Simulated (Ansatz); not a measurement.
Reaction (SMILES): Cl[C] (C-Cl) → C atom + Cl atom
B3LYP-D3(BJ)/def2-TZVP geometries, fixed; electronic energies without zero-point terms.
Largest species:
```xyz
2

C      0.0000     0.0000    -1.2243
Cl     0.0000     0.0000     0.4321
```
Charge 0, spin multiplicity 2.

Core correlation in the atomisation energy at MP2 with Ansatz (a quantum-chemistry and plane-wave program), in kcal/mol: frozen core against 1s of Al to Cl frozen alone. Open shells are unrestricted.

```tsv
basis	functions, most	frozen core
cc-pV(D+d)Z	37	86.16
cc-pCVDZ	45	84.90
cc-pV(T+d)Z	69	94.31
cc-pwCVTZ	102	94.59
cc-pCVTZ	102	94.33
cc-pV(Q+d)Z	119	97.43
cc-pCVQZ	193	97.57
cc-pwCVQZ	193	97.67
```

Task: How large is the core term in each set?

Result: The largest core-valence set, cc-pwCVQZ, gives a core term of 0.62 kcal/mol; the valence set cc-pV(Q+d)Z, which lacks functions for the core, gives 0.99. By row: cc-pV(D+d)Z 0.72, cc-pCVDZ 0.61, cc-pV(T+d)Z 1.97, cc-pwCVTZ 0.61, cc-pCVTZ 0.63, cc-pV(Q+d)Z 0.99, cc-pCVQZ 0.62, cc-pwCVQZ 0.62.
